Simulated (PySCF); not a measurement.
Point-charge models of `C=CCC(F)(F)[SiH2][SiH2]N` against its computed dipole.

Coordinates (GFN2-xTB, Å) and charges (e) from the PBE0/pcSseg-1 density (PySCF):

```tsv
atom	x	y	z	Mulliken	IAO	Hirshfeld	ESP-fitted
C1	-3.097	1.350	-0.029	-0.1306	-0.3136	-0.0950	-0.4878
C2	-2.507	0.469	-0.814	-0.2785	-0.1363	-0.0352	-0.0549
C3	-2.013	-0.865	-0.359	-0.1457	-0.2886	-0.0900	-0.2358
C4	-0.518	-1.014	-0.602	+0.2402	+0.3311	+0.0988	+0.2875
F5	-0.279	-1.065	-1.959	-0.3131	-0.3159	-0.1107	-0.2130
F6	-0.131	-2.264	-0.157	-0.3163	-0.3174	-0.1139	-0.2299
Si7	0.659	0.316	0.178	+0.3123	+0.3989	+0.2182	+0.0925
Si8	2.818	-0.442	-0.136	+0.5000	+0.6385	+0.2881	+0.5611
N9	3.780	0.692	0.741	-0.6331	-0.8411	-0.3218	-1.0015
H10	-3.448	2.298	-0.400	+0.1212	+0.1551	+0.0496	+0.1940
H11	-3.266	1.154	1.017	+0.1113	+0.1446	+0.0459	+0.2050
H12	-2.352	0.679	-1.864	+0.1179	+0.1528	+0.0457	+0.1361
H13	-2.531	-1.659	-0.907	+0.1472	+0.1632	+0.0486	+0.1459
H14	-2.188	-1.001	0.709	+0.1311	+0.1534	+0.0492	+0.1231
H15	0.251	1.557	-0.489	-0.0305	-0.0870	-0.0712	-0.0288
H16	0.159	0.422	1.559	-0.0590	-0.1010	-0.0735	-0.0276
H17	2.998	-1.848	0.275	-0.0865	-0.1432	-0.0895	-0.1389
H18	3.318	-0.324	-1.509	-0.0762	-0.1125	-0.0744	-0.0914
H19	4.780	0.663	0.629	+0.1952	+0.2617	+0.1179	+0.3895
H20	3.561	0.892	1.704	+0.1928	+0.2576	+0.1131	+0.3749
```

**Question.** Form Σ q r in debye for every column and set it beside the full dipole.

**Answer.** The full density gives (0.45, 1.42, 1.92) D, 2.44 D in size; dipole vectors point from the negative to the positive end.

```tsv
scheme	μx	μy	μz	size (D)	share of the full size (%)	angle to the full dipole (°)
Mulliken	-0.03	2.83	2.83	4.00	164	14
IAO	-0.25	2.27	2.08	3.09	127	19
Hirshfeld	0.29	1.07	1.00	1.49	61	10
ESP-fitted	0.43	1.42	1.96	2.46	101	1
```

**Question.** Which set comes closest?

**Answer.** Length of the difference vector: ESP-fitted 0.04 D, Hirshfeld 1.01 D, IAO 1.11 D, Mulliken 1.74 D. Closest: ESP-fitted. ESP charges are fitted to the potential around the molecule, whose slowest-falling term is the dipole's. 

**Question.** What is left for the Hirshfeld atoms' own dipoles?

**Answer.** The shares of the density sum to the whole, so what Σ q r misses lies in dipoles about the nuclei. The atomic dipoles sum to (0.45, 1.42, 1.92) − (0.29, 1.07, 1.00) = (0.16, 0.35, 0.92) D, 1.01 D in size.

**Question.** With the origin at the mean of the coordinates, (0.000, 0.001, -0.121) Å, which are the largest single terms, by size, of the Hirshfeld dipole along the direction of the full one?

**Answer.** N9 -2.76, H20 +1.42, F5 +1.13, H19 +1.06, F6 +0.75 D; all 20 atoms together +1.46 D. The single terms depend on the origin, their sum doesn't.

**Question.** Give the size of the full dipole in other units.

**Answer.** 2.44 D = 0.959 au = 0.507 e·Å = 8.13 × 10⁻³⁰ C·m.

Isolated species at its GFN2-xTB geometry (one conformer only).
